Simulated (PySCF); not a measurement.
Sn(F)(OSiH3)3, SMILES [F][Sn]([O][SiH3])([O][SiH3])[O][SiH3], singlet, GFN2-xTB optimised geometry.

```
17

F      0.32    -0.98    -2.33
Sn     0.04     0.51    -1.16
O     -1.34    -0.01     0.00
Si    -2.98    -0.01     0.00
O      1.61     0.78    -0.21
Si     2.30     0.02     1.08
O     -0.43     1.95    -2.26
Si    -1.53     2.19    -3.46
H     -3.21    -0.70     1.26
H     -3.48    -0.72    -1.17
H     -3.46     1.37     0.00
H      1.41     0.10     2.24
H      2.58    -1.37     0.75
H      3.48     0.86     1.19
H     -1.29     3.61    -3.69
H     -2.88     1.90    -2.96
H     -1.22     1.33    -4.60
```

Density from PBE0/def2-SVP, def2 effective core potentials past Kr run with PySCF at that geometry. The core electrons that the potentials of Sn replace are not part of the density.

Minimum of the electron density along straight lines between bonded atoms, close to the bond critical point (lines longer than 1.1 times the sum of covalent radii, or with two minima, are not listed):

```json
[
 {"bond": "F1–Sn2", "length / Å": "1.907", "ρ at the minimum / e bohr⁻³": "(withheld)", "∇²ρ there / e bohr⁻⁵": "0.78", "position (fraction from the first atom)": "0.48"},
 {"bond": "Sn2–O3", "length / Å": "1.875", "ρ at the minimum / e bohr⁻³": "0.131", "∇²ρ there / e bohr⁻⁵": "0.85", "position (fraction from the first atom)": "0.52"},
 {"bond": "O3–Si4", "length / Å": "1.639", "ρ at the minimum / e bohr⁻³": "0.122", "∇²ρ there / e bohr⁻⁵": "1.03", "position (fraction from the first atom)": "0.59"},
 {"bond": "Sn2–O5", "length / Å": "1.859", "ρ at the minimum / e bohr⁻³": "0.136", "∇²ρ there / e bohr⁻⁵": "0.89", "position (fraction from the first atom)": "0.52"},
 {"bond": "O5–Si6", "length / Å": "1.647", "ρ at the minimum / e bohr⁻³": "0.120", "∇²ρ there / e bohr⁻⁵": "0.99", "position (fraction from the first atom)": "0.59"},
 {"bond": "Sn2–O7", "length / Å": "1.869", "ρ at the minimum / e bohr⁻³": "0.133", "∇²ρ there / e bohr⁻⁵": "0.86", "position (fraction from the first atom)": "0.52"},
 {"bond": "O7–Si8", "length / Å": "1.643", "ρ at the minimum / e bohr⁻³": "0.121", "∇²ρ there / e bohr⁻⁵": "1.01", "position (fraction from the first atom)": "0.59"},
 {"bond": "Si4–H9", "length / Å": "1.458", "ρ at the minimum / e bohr⁻³": "0.120", "∇²ρ there / e bohr⁻⁵": "0.33", "position (fraction from the first atom)": "0.49"},
 {"bond": "Si4–H10", "length / Å": "1.463", "ρ at the minimum / e bohr⁻³": "0.119", "∇²ρ there / e bohr⁻⁵": "0.33", "position (fraction from the first atom)": "0.49"},
 {"bond": "Si4–H11", "length / Å": "1.465", "ρ at the minimum / e bohr⁻³": "0.119", "∇²ρ there / e bohr⁻⁵": "0.32", "position (fraction from the first atom)": "0.49"},
 {"bond": "Si6–H12", "length / Å": "1.464", "ρ at the minimum / e bohr⁻³": "0.120", "∇²ρ there / e bohr⁻⁵": "0.32", "position (fraction from the first atom)": "0.49"},
 {"bond": "Si6–H13", "length / Å": "1.462", "ρ at the minimum / e bohr⁻³": "0.120", "∇²ρ there / e bohr⁻⁵": "0.33", "position (fraction from the first atom)": "0.49"},
 {"bond": "Si6–H14", "length / Å": "1.459", "ρ at the minimum / e bohr⁻³": "0.120", "∇²ρ there / e bohr⁻⁵": "0.32", "position (fraction from the first atom)": "0.49"},
 {"bond": "Si8–H15", "length / Å": "1.458", "ρ at the minimum / e bohr⁻³": "0.121", "∇²ρ there / e bohr⁻⁵": "0.32", "position (fraction from the first atom)": "0.49"},
 {"bond": "Si8–H16", "length / Å": "1.466", "ρ at the minimum / e bohr⁻³": "0.119", "∇²ρ there / e bohr⁻⁵": "0.32", "position (fraction from the first atom)": "0.49"},
 {"bond": "Si8–H17", "length / Å": "1.461", "ρ at the minimum / e bohr⁻³": "0.120", "∇²ρ there / e bohr⁻⁵": "0.33", "position (fraction from the first atom)": "0.49"}
]
```

Task: What belongs in the gaps?

Result: 
- F1–Sn2, ρ at the minimum / e bohr⁻³: 0.112
